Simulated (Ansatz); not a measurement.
A made-up structure of SnSiH5 (charge -1), closed shell:

```xyz
7
angstrom
Si 0.1616 0.7831 -0.1698
Sn 0.3218 -1.8109 -0.1760
H 0.2115 -1.8498 1.5200
H -1.3580 -1.9426 -0.4017
H -0.0371 1.3819 -1.4419
H -0.8072 1.4955 0.5854
H 1.3374 1.4622 0.2458
```

It is relaxed with PBE-D4/def2-SVPD and then PBE0-D4/def2-TZVPD (Ansatz 0.2.0). Atoms count as bonded within 1.22 times the sum of their covalent radii (H–H: 0.88 Å). The end point is not checked to be a true minimum.

Does its bonding change? (A judgement: the text doesn't fix the answer.)

Computed: No: no bond forms or breaks.

Where it ends: The first stage lowers the energy by 0.48 eV in 5 steps. It ends as SnSiH₅ ([SiH3][SnH2]), total charge -1:
```
atom    x (Å)    y (Å)    z (Å)
 Si1   0.1700   0.8062  -0.1775
 Sn2   0.3522  -1.8313  -0.1995
  H3   0.2183  -1.8808   1.5849
  H4  -1.4183  -1.9773  -0.4203
  H5  -0.0444   1.4070  -1.5459
  H6  -0.8844   1.5014   0.6484
  H7   1.4367   1.4940   0.2716
```

Labels in which every atom is bracketed show which atoms are joined, not bond orders.

For scale, one of the runs: PBE0-D4/def2-TZVPD relaxation, 144 basis functions, launched by `ansatz run in.yaml --threads 2 --pin off --events-out ev --progress --plain --max-ram 4352MiB`. Hardware: 2 CPU threads of an Arm Neoverse V1, shared host. Wall time about 18 s.
